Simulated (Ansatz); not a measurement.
Computed with Ansatz on PBE0-D4/def2-TZVP structures; ΔE is electronic, products minus reactants. CBS: MP2 limit from def2 TZ/QZ plus the TZ coupled-cluster correction, frozen cores. This one scheme is used for every species. Functionals use def2-TZVPP. HSE06 is defined as in plane-wave codes. For Br outer-core shells are correlated without core-valence functions, which leaves a few kJ/mol of doubt a bond. Scalar relativity is left out up to krypton. Each species was taken in one conformer, which may not be the lowest.

Consider the ligand exchange at a B–O bond: `OB(Br)O[SiH3]` + HCl → `[SiH3]OB(Cl)Br` + H₂O.

```csv
level,ΔE (kcal/mol),difference from CCSD(T)/CBS
LDA (SPW92),13.0,1.7
r2SCANh-D4,12.5,1.2
CAM-B3LYP-D4,13.8,2.5
ωB97X-V,12.5,1.2
ωB97M-V,12.6,1.3
revPBE,10.9,-0.4
r2SCAN,12.5,1.2
r2SCANh,12.6,1.3
HSE06,11.9,0.6
HF/def2-SVP,16.4,5.1
MP2/def2-SVP,13.7,2.4
CCSD/def2-SVP,14.7,3.4
CCSD/def2-TZVPP,13.0,1.7
HF/def2-QZVPP,15.5,4.2
MP2/def2-QZVPP,10.4,-0.9
MP2/CBS(def2),9.9,-1.4
CCSD(T)/CBS,11.3,0
```

Problem. What do rigid-rotor, harmonic-oscillator terms from PBE0-D4/def2-TZVP frequencies (298.15 K, 1 bar) make of the CCSD(T)/CBS value? (An estimate is asked.)

Solution. Ansatz gave: ΔZPE = +0.4 kcal/mol, ΔH = +12.0 kcal/mol, ΔS = 9 J/(mol·K), ΔG = +11.4 kcal/mol.

Largest T1 diagnostic among the species: 0.011.

Leaving LDA and LC-ωPBE aside and taking each functional with its dispersion term where it has one, the values, not all of them listed here, spread over 3.6 kcal/mol, from revPBE-D4 to CAM-B3LYP-D4. LDA lies +1.6 kcal/mol from PBE without D4. From BLYP to BHLYP (50 % exact exchange), in def2-TZVPP and without D4, ΔE moves by +1.4 kcal/mol.
